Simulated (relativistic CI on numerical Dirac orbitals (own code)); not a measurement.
## Nb2+: 4p photoemission

Computed with this model: Dirac-Coulomb-Breit CI, separate exchange-only KLI orbitals for each configuration, QED by a radiative potential, multiplet model of photoemission in the sudden approximation, unscaled Slater integrals; configurations [Kr] 4d3 → [Ar] 3d10 4s2 4p5 4d3; 300 K; Lorentzian 1.68 eV and Gaussian 0.6 eV FWHM. Energies are those of the free ion, without screening or charge transfer. The energies are binding energies and can lie tens of eV above those of solids. S is read from ⟨S²⟩ = S(S + 1).

Field parameters in Wybourne normalisation: D3d B²₀ = −7Dσ, B⁴₀ = −14Dq − 21Dτ, B⁴₃ = −14√(10/7) Dq; Oh B⁴₀ = 21Dq, B⁴₄ = √(5/14) B⁴₀; Td as Oh with Dq negative (B⁴₀ = 21Dq, B⁴₄ = √(5/14) B⁴₀). The field is a parameter set, without covalency.

Computed curve for Oh, 10Dq = 27700 cm⁻¹, scaled to 100 at the maximum (points under 2 are left out and the grid is thinned):

```json
{"Energy (eV)": "48.2", "Intensity": "2.1"}
{"Energy (eV)": "48.8", "Intensity": "2.4"}
{"Energy (eV)": "49.6", "Intensity": "3.0"}
{"Energy (eV)": "50.2", "Intensity": "3.7"}
{"Energy (eV)": "51.0", "Intensity": "5.0"}
{"Energy (eV)": "51.6", "Intensity": "6.5"}
{"Energy (eV)": "52.4", "Intensity": "9.8"}
{"Energy (eV)": "53.0", "Intensity": "14.5"}
{"Energy (eV)": "53.8", "Intensity": "28.3"}
{"Energy (eV)": "54.4", "Intensity": "52.3"}
{"Energy (eV)": "55.2", "Intensity": "94.6"}
{"Energy (eV)": "55.8", "Intensity": "98.4"}
{"Energy (eV)": "56.6", "Intensity": "75.9"}
{"Energy (eV)": "57.2", "Intensity": "57.8"}
{"Energy (eV)": "58.0", "Intensity": "37.9"}
{"Energy (eV)": "58.6", "Intensity": "28.2"}
{"Energy (eV)": "59.4", "Intensity": "23.3"}
{"Energy (eV)": "60.0", "Intensity": "22.9"}
{"Energy (eV)": "60.8", "Intensity": "27.1"}
{"Energy (eV)": "61.4", "Intensity": "28.3"}
{"Energy (eV)": "62.2", "Intensity": "24.6"}
{"Energy (eV)": "62.8", "Intensity": "21.2"}
{"Energy (eV)": "63.6", "Intensity": "14.1"}
{"Energy (eV)": "64.2", "Intensity": "9.6"}
{"Energy (eV)": "65.0", "Intensity": "6.8"}
{"Energy (eV)": "65.6", "Intensity": "5.7"}
{"Energy (eV)": "66.4", "Intensity": "4.9"}
{"Energy (eV)": "67.0", "Intensity": "4.7"}
{"Energy (eV)": "67.8", "Intensity": "5.2"}
{"Energy (eV)": "68.4", "Intensity": "6.5"}
{"Energy (eV)": "69.2", "Intensity": "9.6"}
{"Energy (eV)": "69.8", "Intensity": "11.2"}
{"Energy (eV)": "70.6", "Intensity": "9.9"}
{"Energy (eV)": "71.2", "Intensity": "8.7"}
{"Energy (eV)": "72.0", "Intensity": "9.7"}
{"Energy (eV)": "72.6", "Intensity": "11.1"}
{"Energy (eV)": "73.4", "Intensity": "8.8"}
{"Energy (eV)": "74.0", "Intensity": "5.6"}
{"Energy (eV)": "74.8", "Intensity": "3.0"}
{"Energy (eV)": "75.4", "Intensity": "2.1"}
```

The ground state has S = 1.50, and the centroid lies at 58.89 eV.
